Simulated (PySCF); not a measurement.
## Working with the constants of TlSb⁺

UHF-CCSD(T) constants of TlSb⁺, ⁴Σ⁻ (quartet), unpaired electrons σ ↑, π ↑↑ (Tl cc-pVDZ-PP with ECP60, Sb cc-pVDZ-PP with ECP28; scalar-relativistic core potentials (PySCF 2.14); masses 204.9744 and 120.9038 u):

* ωe: 52.9 cm⁻¹
* ωexe: 0.29 cm⁻¹
* Be: 0.018252 cm⁻¹
* αe: 0.000116 cm⁻¹

(1) What force constant and bond length do these constants imply?

(2) Estimate the centrifugal constant D from the Kratzer relation and find the Dunham coefficient a1.

Correlated steps freeze 8 core orbitals. Spin–orbit coupling is left out, which matters for elements this heavy, above all for dissociation energies. The state is the lowest determinant that a PBE0 search found; another state may lie lower at other levels.

## Answers

(1) Reduced mass μred = 76.047 u; k = 5.8918×10⁻⁷·μred·ωe² (u, cm⁻¹, mdyn/Å) = 0.125 mdyn/Å; Re = √(16.8576/(μred·Be)) (u, cm⁻¹, Å) = 3.485 Å.

(2) D = 4Be³/ωe² = 8.69e-09 cm⁻¹; a1 = −1 − αeωe/(6Be²) = -4.07.
